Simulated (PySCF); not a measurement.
Vertical excitations of a molecule C5H10O from TDA-PBE/def2-SVPD run with PySCF, as energy in eV (oscillator strength): 5.36 (0.008), 5.96 (0.020), 6.18 (0.012), 6.36 (0.027), 6.61 (0.345), 6.90 (0.003). Lowest triplet (TDA): 4.15 eV. Coordinates come from a B3LYP-D3(BJ)/def2-SVP optimisation. The values are those of a single conformer.

Which molecule gave these data?
A. C=COC(C)C
B. C1CCOCC1
C. C[C@H]1CCOC1
D. CC1(CO)CC1

A, C=COC(C)C
